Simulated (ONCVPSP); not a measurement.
**argon (Ar): excitation energies, all-electron against ONCV**

* Element: argon (Ar)
* Generator: ONCVPSP 4.0.1
* Type: optimised norm-conserving Vanderbilt (ONCV)
* Functional: PBEsol
* Relativity: scalar-relativistic
* Frozen core: [He]
* Valence charge: 16
* Reference configuration: 2s2 2p6 3s2 3p6
* Partial waves: 2s+3s: rc 0.65 bohr, ncon 4, nbas 8, qcut 18.7 1/bohr, 2 projectors; 2p+3p: rc 0.80 bohr, ncon 3, nbas 6, qcut 15.9 1/bohr, 3 projectors, debl 0.6 Ha
* Local potential: polynomial inside 0.45 bohr (lpopt 5, dvloc0 6 Ha)
* Core correction: none

Energies are relative to the spin-unpolarised reference configuration 2s2 2p6 3s2 3p6; without spin polarisation the order of configurations can differ from experiment.

```tsv
valence configuration	charge	ΔE all-electron (eV)	error AE − PS (meV)
2s2 2p6 3s2 3p5	+1	16.014	-0.5
2s2 2p6 3s2 3p3	+3	87.140	+7.9
```

Question: What are ΔE and the potential's error for 2s2 2p6 3s2 3p4?

Answer: ΔE = 44.618 eV all-electron; the error (AE − PS) is +0.9 meV.

Question: What are ΔE and the potential's error for 2s2 2p6 3s2 3p5.5?

Answer: ΔE = 6.526 eV all-electron; the error (AE − PS) is -0.3 meV.
